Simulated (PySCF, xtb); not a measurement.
MoH4, SMILES [MoH4] (connectivity only; charge and spin as stated), neutral, multiplicity 3.

Harmonic wavenumbers (cm⁻¹) from GFN2-xTB (xtb) at its own minimum, in rising order: 632, 632, 632, 835, 835, 1579, 1647, 1648, 1648.

Task: What does PySCF with B3LYP-D3(BJ)/def2-TZVPD give at its own minimum? (An estimate is asked for; the answer gives what the named calculation found.)

Result: 553, 553, 553, 716, 716, 1901, 1901, 1901, 1944. Paired by order, the mean absolute difference is 177 cm⁻¹ and the zero-point energies are 14.4 and 15.4 kcal/mol.
